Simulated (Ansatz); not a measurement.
`Oc1cc2c3ccccc3c3c4ccccc4c4ccccc4c3c2c2ccccc12`, relaxed as a singlet with RKS PBE-D4/def2-SVP in Ansatz, starting from the GFN2-xTB geometry. Force threshold 0.03 eV/Å.

Single mean-field runs in def2-SVP are fitted with def2-universal-jkfit.

Start:

```xyz
49

O    -4.805    0.590   -2.417
C    -3.615    0.492   -1.764
C    -3.439   -0.325   -0.687
C    -2.175   -0.494   -0.073
C    -1.991   -1.374    1.055
C    -3.012   -2.208    1.535
C    -2.818   -3.040    2.609
C    -1.565   -3.111    3.213
C    -0.547   -2.306    2.769
C    -0.741   -1.388    1.722
C     0.354   -0.621    1.198
C     1.577   -0.367    1.923
C     1.588   -0.280    3.323
C     2.734    0.048    4.009
C     3.908    0.319    3.314
C     3.905    0.306    1.939
C     2.752   -0.023    1.218
C     2.710   -0.006   -0.228
C     3.869   -0.030   -1.012
C     3.801   -0.023   -2.385
C     2.561   -0.026   -3.016
C     1.409   -0.011   -2.268
C     1.452    0.034   -0.866
C     0.241   -0.089   -0.084
C    -1.070    0.189   -0.600
C    -1.298    1.232   -1.561
C    -0.351    2.240   -1.827
C    -0.585    3.207   -2.770
C    -1.784    3.223   -3.490
C    -2.765    2.318   -3.187
C    -2.556    1.340   -2.199
H    -5.449   -0.001   -2.007
H    -4.293   -0.871   -0.314
H    -3.975   -2.219    1.051
H    -3.625   -3.664    2.964
H    -1.390   -3.813    4.015
H     0.438   -2.424    3.192
H     0.666   -0.410    3.869
H     2.716    0.116    5.087
H     4.808    0.579    3.852
H     4.803    0.587    1.412
H     4.835   -0.085   -0.535
H     4.707   -0.041   -2.973
H     2.502   -0.062   -4.093
H     0.454   -0.062   -2.768
H     0.568    2.265   -1.262
H     0.159    3.968   -2.952
H    -1.944    3.971   -4.253
H    -3.724    2.349   -3.679
```

**Question.** Estimate the energy that the relaxation releases and the steps that it takes.

**Answer.** 9.9 kcal/mol, in 6 steps; 47 s on 2 threads of AMD EPYC 7R13 on a shared host and a share (18 GiB) of an NVIDIA H100 80GB HBM3. No frequencies were taken in this run, so the end may be a saddle point.

**Question.** Does the start keep its bonding and symmetry?

**Answer.** By distances, no bond broke or formed. The bond that changes most is C26–C31, from 1.41 to 1.44 Å (atoms count from 1).

**Question.** Predict the relaxed structure.

**Answer.** 
```tsv
atom	x (Å)	y (Å)	z (Å)
O1	-4.859	0.632	-2.416
C2	-3.666	0.504	-1.776
C3	-3.472	-0.345	-0.703
C4	-2.190	-0.510	-0.095
C5	-2.007	-1.394	1.049
C6	-3.043	-2.246	1.511
C7	-2.868	-3.090	2.604
C8	-1.619	-3.130	3.256
C9	-0.586	-2.301	2.831
C10	-0.751	-1.391	1.746
C11	0.360	-0.614	1.220
C12	1.599	-0.360	1.953
C13	1.630	-0.295	3.374
C14	2.793	0.038	4.065
C15	3.977	0.326	3.357
C16	3.962	0.315	1.964
C17	2.791	-0.011	1.237
C18	2.753	0.001	-0.221
C19	3.932	-0.010	-1.009
C20	3.875	-0.034	-2.400
C21	2.622	-0.076	-3.046
C22	1.451	-0.058	-2.295
C23	1.481	0.010	-0.875
C24	0.251	-0.093	-0.088
C25	-1.071	0.190	-0.622
C26	-1.317	1.247	-1.594
C27	-0.361	2.262	-1.896
C28	-0.623	3.257	-2.829
C29	-1.862	3.296	-3.512
C30	-2.846	2.370	-3.195
C31	-2.604	1.365	-2.219
H32	-5.496	0.016	-2.009
H33	-4.337	-0.907	-0.321
H34	-4.007	-2.262	0.985
H35	-3.691	-3.742	2.933
H36	-1.447	-3.834	4.085
H37	0.397	-2.393	3.308
H38	0.701	-0.450	3.938
H39	2.774	0.101	5.164
H40	4.898	0.594	3.896
H41	4.872	0.598	1.416
H42	4.912	-0.034	-0.513
H43	4.805	-0.052	-2.989
H44	2.565	-0.144	-4.143
H45	0.482	-0.128	-2.806
H46	0.599	2.269	-1.365
H47	0.138	4.027	-3.027
H48	-2.057	4.076	-4.264
H49	-3.838	2.410	-3.665
```
Bond lengths: 36 × C–C 1.38 to 1.46 Å; 1 × C–O 1.36 Å; 17 × C–H 1.10 Å; 1 × H–O 0.98 Å.
